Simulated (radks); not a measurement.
The numbers below are computed, except where a source is named.
Spherical quantum dot in the effective-mass picture: electrons in a hard-walled sphere of radius 4.81, all in effective atomic units (hartree* = m*/eps^2 hartree, bohr* = eps/m* bohr), one dielectric constant everywhere. Level of theory: non-relativistic Kohn-Sham, exchange-only LDA, spin-polarised, spherical densities (a radial shooting solver with Libxc functionals). Levels are named by radial order and angular momentum (1s, 1p, 1d, 2s, ...), and open shells are averaged over m. Results are scaled to m* = 0.37 and eps = 7.1, for which hartree* = 199.7 meV and bohr* = 1.015 nm.

N = 3, configuration 1s2 1p(up 1, down 0). This is the lowest configuration that the search found. Occupied and some empty levels:

level    occupation  eigenvalue (meV)  <r> (nm)
1s up             1            193.23     2.739
1s down           1            202.58     2.714
1p up             1            228.15     3.049
1p down           0            238.25     3.044
1d up             0            278.38     3.258
1d down           0            288.67     3.259
2s up             0            326.82     2.341
2s down           0            333.14     2.346
1f up             0            341.69     3.413
1f down           0            351.94     3.417

Energy (meV): total 368.974, kinetic 181.09, external 0, Hartree 288.54, exchange-correlation -100.65.

Electron density:

r (nm)  n(r) (e/nm^3)
0.118         0.01315
0.362         0.01331
0.607         0.01362
0.851         0.01405
1.09          0.01455
1.34          0.01506
1.58          0.01549
1.83          0.01576
2.07          0.01577
2.32          0.01541
2.56          0.01462
2.80          0.01336
3.05          0.01167
3.29         0.009628
3.54         0.007394
3.78         0.005185
4.03         0.003195
4.27         0.001621
4.51        0.0005647
4.76       0.00006248
